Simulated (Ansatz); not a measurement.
Species: CH₄BS, charge 0, doublet. CH4BS (SMILES [B](S)C, doublet).
B3LYP-D3(BJ)/def2-TZVP minimum from Ansatz (a first-principles code):
```
B
C 1 1.5495
H 2 1.0944 1 109.93
H 2 1.0944 3 105.81 1 118.65
H 2 1.0955 3 108.13 4 115.66
S 1 1.7636 2 127.98 3 -121.96
H 6 1.3466 1 99.56 2 -180.00
```
Charge 0, spin multiplicity 2.

Total energies in hartree (Ansatz). Open shells are spin-unrestricted; no spin-orbit coupling. Cores are frozen in correlated methods. No relativity. Where a partner has so few electrons that a lower coupled-cluster level is exact, that level stands in.

| species | HF/cc-pV(T+d)Z | CCSD(T)/cc-pV(T+d)Z | HF/cc-pV(Q+d)Z | CCSD(T)/cc-pV(Q+d)Z | CCSD(T)/cc-pV(D+d)Z | CCSDT(Q)/cc-pV(D+d)Z |
|---|---|---|---|---|---|---|
| 1: CH4BS (SMILES C[B]S, doublet) | -462.42984 | -462.92112 | -462.43734 | -462.95719 | -462.79644 | -462.79843 |
| 2: B (doublet) | -24.53207 | -24.59810 | -24.53297 | -24.60084 | -24.58941 | -24.58977 |
| 3: C (triplet) | -37.69157 | -37.78076 | -37.69331 | -37.78654 | -37.76038 | -37.76071 |
| 4: H (doublet) | -0.49981 | -0.49981 | -0.49995 | -0.49995 | -0.49928 | -0.49928 |
| 5: S (triplet) | -397.50938 | -397.65444 | -397.51264 | -397.66785 | -397.60412 | -397.60456 |

Question: Work out the atomisation energy (electronic, to ground-state atoms) in kJ/mol: take Hartree-Fock from cc-pV(Q+d)Z, extrapolate the CCSD(T) correlation energy as X^-3 (X = 3, 4), and add CCSDT(Q) - CCSD(T) in cc-pV(D+d)Z. 1 hartree = 2625.5 kJ/mol.

Answer: 
Species 1: correlation (64·(-0.51985) - 27·(-0.49128))/37 = -0.54070; step -0.00199; E1 = -462.43734 + (-0.54070) + (-0.00199) = -462.98003
Species 2: correlation (64·(-0.06787) - 27·(-0.06603))/37 = -0.06921; step -0.00036; E2 = -24.53297 + (-0.06921) + (-0.00036) = -24.60254
Species 3: correlation (64·(-0.09323) - 27·(-0.08919))/37 = -0.09618; step -0.00033; E3 = -37.69331 + (-0.09618) + (-0.00033) = -37.78982
Species 4: correlation (64·(0.00000) - 27·(0.00000))/37 = 0.00000; step +0.00000; E4 = -0.49995 + (0.00000) + (+0.00000) = -0.49995
Species 5: correlation (64·(-0.15521) - 27·(-0.14506))/37 = -0.16262; step -0.00044; E5 = -397.51264 + (-0.16262) + (-0.00044) = -397.67570
-1·E1 +1·E2 +1·E3 +4·E4 +1·E5 = 0.91217 hartree = 2394.9 kJ/mol.
